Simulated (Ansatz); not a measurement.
**What each rung costs, and what it gives**

The pair of Br⁻ (SMILES [Br-], atom 1) and CH6Si (SMILES C[SiH3], atoms 2–9), both closed shells, in one local arrangement (a lower one may exist), relaxed at PBE0-D4/def2-TZVPD:

Br1  (-0.678, 1.109, -2.799)
C2  (0.570, -0.905, -0.075)
Si3  (-0.350, 0.549, 0.660)
H4  (0.113, -1.848, 0.239)
H5  (1.614, -0.903, 0.250)
H6  (0.523, -0.818, -1.163)
H7  (-1.802, 0.555, 0.356)
H8  (0.275, 1.862, 0.370)
H9  (-0.266, 0.397, 2.163)
(Å)

Interaction energies are counterpoise-corrected; the time is that of the whole pair.

Program: Ansatz 0.2.0. Basis: as named in each row. Cores are frozen in the correlated methods. Filled d shells of the heavier atoms are correlated. The def2 sets are not built for correlating such inner shells, so the correlated values are less sure here. B3LYP uses VWN-RPA correlation. Extrapolation: Hartree–Fock as exp(−7.88 √X), correlation as X^−2.97.

Times are rough, for one single point on 4 threads of a shared host (Arm Neoverse V2).

The estimate by CCSD(T) at an estimated basis limit (MP2 extrapolated from triple and quadruple zeta, plus CCSD(T) − MP2 in triple zeta) is -8.52 kcal/mol.

```json
{"method": "HF", "basis": "STO-3G", "time (s)": "under 1", "interaction energy (kcal/mol)": "-0.04", "method less estimate": "8.48"}
{"method": "PBE-D4", "basis": "STO-3G", "time (s)": "under 1", "interaction energy (kcal/mol)": "-0.14", "method less estimate": "8.38"}
{"method": "SPW92", "basis": "def2-SVP", "time (s)": "under 1", "interaction energy (kcal/mol)": "-11.97", "method less estimate": "-3.45"}
{"method": "PBE-D4", "basis": "def2-SVP", "time (s)": "under 1", "interaction energy (kcal/mol)": "-9.79", "method less estimate": "-1.27"}
{"method": "B3LYP-D4", "basis": "6-31G", "time (s)": "under 1", "interaction energy (kcal/mol)": "-6.24", "method less estimate": "2.28"}
{"method": "PBE0-D4", "basis": "def2-SVP", "time (s)": "under 1", "interaction energy (kcal/mol)": "-9.48", "method less estimate": "-0.96"}
{"method": "revPBE-D4", "basis": "def2-TZVPPD", "time (s)": "2", "interaction energy (kcal/mol)": "-8.48", "method less estimate": "0.04"}
{"method": "PBE-D4", "basis": "def2-TZVPPD", "time (s)": "2", "interaction energy (kcal/mol)": "-8.85", "method less estimate": "-0.33"}
{"method": "BLYP-D4", "basis": "def2-TZVPPD", "time (s)": "2", "interaction energy (kcal/mol)": "-7.94", "method less estimate": "0.58"}
{"method": "CCSD(T)", "basis": "def2-SVP", "time (s)": "2", "interaction energy (kcal/mol)": "-6.12", "method less estimate": "2.39"}
{"method": "B3LYP-D4", "basis": "def2-TZVPPD", "time (s)": "2", "interaction energy (kcal/mol)": "-8.00", "method less estimate": "0.51"}
{"method": "HSE06-D4", "basis": "def2-TZVPPD", "time (s)": "2", "interaction energy (kcal/mol)": "-8.53", "method less estimate": "-0.01"}
{"method": "wB97M-V", "basis": "def2-SVP", "time (s)": "3", "interaction energy (kcal/mol)": "-9.05", "method less estimate": "-0.53"}
{"method": "PBE0-D4", "basis": "def2-TZVPPD", "time (s)": "3", "interaction energy (kcal/mol)": "-8.54", "method less estimate": "-0.03"}
{"method": "r2SCAN-D4", "basis": "def2-TZVPPD", "time (s)": "4", "interaction energy (kcal/mol)": "-8.26", "method less estimate": "0.26"}
{"method": "B2PLYP", "basis": "def2-TZVPPD", "time (s)": "4", "interaction energy (kcal/mol)": "-6.28", "method less estimate": "2.23"}
{"method": "wB97X-V", "basis": "def2-TZVPPD", "time (s)": "6", "interaction energy (kcal/mol)": "-8.00", "method less estimate": "0.52"}
{"method": "B97M-V", "basis": "def2-TZVPPD", "time (s)": "8", "interaction energy (kcal/mol)": "-8.59", "method less estimate": "-0.07"}
{"method": "wB97M-V", "basis": "def2-TZVPPD", "time (s)": "8", "interaction energy (kcal/mol)": "-8.45", "method less estimate": "0.07"}
{"method": "MP2", "basis": "def2-QZVPPD", "time (s)": "14", "interaction energy (kcal/mol)": "-8.39", "method less estimate": "0.13"}
{"method": "CCSD(T)", "basis": "def2-TZVPPD", "time (s)": "100", "interaction energy (kcal/mol)": "-7.39", "method less estimate": "1.13"}
```

No T1 diagnostic of these runs exceeds 0.010.
